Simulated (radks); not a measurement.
Removal energies from the sulfur ion S3+, [Ne] 3s2 3p1, by Delta-SCF beside the eigenvalue of the level emptied. Calculated with a radial shooting solver on a logarithmic mesh with Libxc functionals: scalar-relativistic Kohn-Sham, LDA (Slater exchange, Perdew-Wang correlation), spin-polarised, spherical densities, finite nucleus; Fermi nuclear charge, rms radius of each element as measured or else 0.836 A^(1/3) + 0.57 fm. Open shells are filled with parallel spins first.

removed from   final configuration  Delta-SCF (eV)  -eigenvalue (eV)
3p                        [Ne] 3s2          47.323            41.024
3s                    [Ne] 3s1 3p1          57.709            51.475
2p            [He] 2s2 2p5 3s2 3p1          218.43            198.11
2s            [He] 2s1 2p6 3s2 3p1          270.95            252.25
